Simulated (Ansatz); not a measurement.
Harmonic frequencies (cm⁻¹) at PBE0-D4/def2-TZVP from Ansatz: 56, 80, 89, 125, 144, 156, 195, 279, 339, 432, 457, 653, 710, 767, 784, 786, 860, 884, 888, 897, 1149, 1183, 1213, 1275, 1443, 1448, 1482, 1494, 1496, 2128, 2135, 2136, 2167, 3011, 3052, 3070, 3120, 3138, 3143.

Each molecule was computed in one conformer, which needn't be the lowest.

**Question.** Which molecule is it?
A. `C=C[Si](N)(O)F`
B. `C[O][GeH]([CH3])[SiH3]`
C. `O[Si]([SiH3])([SiH3])Cl`
D. `CO[SiH](C)[GeH3]`

**Answer.** D.
